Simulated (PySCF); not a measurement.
This PySCF input asks for the NMR shieldings of `[SiH2]1[SiH2]CC(C(F)(F)F)C1`, C4H9F3Si2; the geometry comes from PBE0-D3(BJ)/def2-SVP.

```python
import basis_set_exchange as bse
import numpy as np
from pyscf import gto, dft
from pyscf.prop import nmr

atoms = """
F     2.524644   -0.459432    1.221269
C     1.669828    0.418720    0.691501
F     0.817907    0.778609    1.670744
F     2.369543    1.508190    0.364930
C     0.936359   -0.159886   -0.500857
C     0.014698    0.890628   -1.143641
Si   -1.601371    1.117663   -0.138573
Si   -1.471529   -1.028692    0.788060
C     0.172853   -1.437349   -0.110298
H     1.742370   -0.418274   -1.209243
H    -0.287221    0.516134   -2.135708
H     0.552326    1.835161   -1.316421
H    -1.530535    2.241099    0.841197
H    -2.752625    1.361057   -1.061197
H    -2.540902   -1.981478    0.357507
H    -1.358231   -1.081725    2.275258
H     0.816989   -2.123535    0.460087
H    -0.102848   -1.966203   -1.037439
"""
names = dict.fromkeys(["F", "C", "Si", "H"], "pcSseg-1")
basis = {el: gto.basis.parse(bse.get_basis(n, elements=[el], fmt="nwchem")) for el, n in names.items()}
mol = gto.M(atom=atoms, basis=basis, charge=0, verbose=0)
mf = dft.RKS(mol, xc="PBE0")
mf.grids.level = 2
mf.grids.alignment = dft.numint.BLKSIZE   # the property module wants whole blocks of grid points
mf.conv_tol = 1e-9
mf.kernel()

calc = nmr.RKS(mf)   # GIAO
C = mf.mo_coeff
Co = C[:, mf.mo_occ > 0]
resp = mf.gen_response(singlet=True, hermi=2)
def vind(x):   # induced exchange potential for any number of trial vectors
    d = np.einsum("pi,xij,qj->xpq", C, 2 * x.reshape(-1, C.shape[1], Co.shape[1]), Co, optimize=True)
    return np.einsum("xpq,pi,qj->xij", resp(d - d.transpose(0, 2, 1)), C, Co, optimize=True).ravel()
mo1, _ = nmr.rhf.solve_mo1(calc, with_cphf=vind)
sigma = calc.kernel(mo1)
for i, s in enumerate(sigma):   # ppm
    w = np.linalg.eigvalsh((s + s.T) / 2)
    print("%2d %-2s iso %8.1f  s11 %8.1f  s22 %8.1f  s33 %8.1f" % (i, mol.atom_pure_symbol(i), w.mean(), *w))
```

Question: What does it print?

Answer: 
```
 0 F  iso    264.0  s11    175.9  s22    269.8  s33    346.3
 1 C  iso     50.4  s11     45.1  s22     45.4  s33     60.6
 2 F  iso    263.3  s11    183.8  s22    277.3  s33    328.9
 3 F  iso    264.2  s11    176.1  s22    270.7  s33    345.7
 4 C  iso    140.8  s11    128.4  s22    142.5  s33    151.6
 5 C  iso    172.8  s11    157.7  s22    166.1  s33    194.7
 6 Si iso    416.6  s11    390.7  s22    397.8  s33    461.4
 7 Si iso    416.4  s11    391.1  s22    396.0  s33    462.1
 8 C  iso    173.1  s11    158.1  s22    166.2  s33    195.0
 9 H  iso     28.5  s11     25.3  s22     26.0  s33     34.3
10 H  iso     30.7  s11     25.1  s22     27.9  s33     38.9
11 H  iso     29.7  s11     24.1  s22     28.0  s33     36.9
12 H  iso     27.4  s11     23.6  s22     25.5  s33     33.1
13 H  iso     27.4  s11     23.8  s22     24.5  s33     34.0
14 H  iso     27.4  s11     23.8  s22     24.5  s33     34.0
15 H  iso     27.4  s11     23.6  s22     25.4  s33     33.1
16 H  iso     29.7  s11     24.1  s22     28.1  s33     36.9
17 H  iso     30.6  s11     25.0  s22     27.9  s33     38.9
```

These numbers come from an equivalent density-fitted implementation of the same equations, which agrees with the script to about 0.01 ppm for H and up to a few tenths of a ppm for heavy atoms, so last digits may differ.

Question: Turn these shieldings into chemical shifts. Chemical shifts δ = σref − σ; CFCl3 for 19F (177.25 ppm); TMS for 13C (184.41 ppm), 29Si (351.99 ppm), 1H (31.27 ppm), all at this level.

Answer: Averaging equivalent atoms: F 0/2/3: -86.6; C 1: 134.0; C 4: 43.6; C 5/8: 11.4; Si 6/7: -64.5; H 12/15: 3.91; H 13/14: 3.83; H 9: 2.72; H 11/16: 1.59; H 10/17: 0.63 ppm. Unscaled 19F shifts against computed CFCl3 carry errors that often reach 10 to 50 ppm.

Size and cost of the density-fitted run: 212 basis functions, 40 s wall time on 1 thread of an Arm Neoverse V2, shared host; peak memory 0.99 GiB.
